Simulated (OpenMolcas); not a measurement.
# Pd2+: moving or changing the point charges

Pd2+ among 3 point charges of -1.5 e arranged as a planar triangle (D3h), 2.06 Å from the ion.
```
   2.0600    0.0000    0.0000  -1.50
  -1.0300    1.7840    0.0000  -1.50
  -1.0300   -1.7840    0.0000  -1.50
```

- Program: OpenMolcas
- Method: SS-CASPT2, IPEA 0.25 Eh, imaginary shift 0.1 Eh (closed shells correlated: 4s 4p)
- Basis: ANO-RCC-VTZP [7s6p4d2f1g]
- Scalar Hamiltonian: DKH2, point nucleus
- Active space: 8 electrons in 5 orbitals (4d)
- State averaging: 2S+1 = 3 even, 10 roots; 2S+1 = 1 even, 15 roots
- Spin-orbit coupling: RASSI with atomic mean-field integrals over the reference wave functions

Runs around this geometry, states (labels of D3, the rotations of D3h). Energies in cm-1 above the lowest state or level, χT in cm3 K/mol.

```tsv
R (Å)	q (e)	Ground state	First state of that spin	First gap with spin-orbit (degeneracies)	χT at 300 K	First state of another spin
2.06	-0.98	3A2	3A1 1	1100 (2, 1)	3.430	1A1 8630
1.91	-1.5	3A2	3A1 1750	540 (1, 2)	1.468	1A1 8380
2.06	-1.5	3A2	3A1 310	630 (2, 1)	3.275	1A1 7970
2.3	-1.5	3A1	3A2 2	1340 (2, 1)	3.377	1A1 8580
```

The ground state changes within this set.

Roots that are degenerate in the reference are averaged as groups; the widest CASPT2 spread within a group is 110 cm-1 (the 2-fold group of multiplicity 3 near 1680 cm-1 above the lowest state of its run, R = 2.06, q = -0.98). Shifts and gaps below about the spread of the groups concerned are not significant. Real 4d8 and 5d8 ions are as a rule square planar and diamagnetic. Free-ion shares, where given, are those of the reference states; single-state CASPT2 does not remix them. Spin-orbit coupling mixes the spin-free states strongly: the lowest level takes only 49 % from its leading state, 3A2 (figures for R = 2.06, q = -0.98; the like holds for R = 2.06, q = -1.5, R = 2.3, q = -1.5). The ground term spreads over less than 5000 cm-1, several times less than with real ligands, so orbital moments are less quenched and χT lies further from the spin-only value than at real sites (holds for R = 2.06, q = -0.98; R = 2.06, q = -1.5; R = 2.3, q = -1.5). Point charges carry no covalency, so the field is a model and not that of real ligands. No measured value stands beside these numbers.
